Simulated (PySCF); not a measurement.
**Electron correlation in Zn (zinc, neutral)**

[Ar] 3d10 4s2, closed-shell 1S. Computed with PySCF 2.14 in aug-cc-pVDZ-DK, with scalar relativity by spin-free X2C-1e. Frozen: [Ar]; 12 electrons correlated.

MP2 pair energies summed by pair of shells (mhartree):

```csv
pair,energy,share (%)
3d-3d,-395.86,84.6
3d-4s,-48.98,10.5
4s-4s,-23.06,4.9
```

Total MP2 correlation energy: -467.90 mhartree.

Same-spin part -169.52 and opposite-spin part -298.38 mhartree; SCS-MP2 scales them by 1/3 and 6/5 to -414.56 mhartree.

MP2 falls well short for the outer s pair, which is nearly degenerate with np².
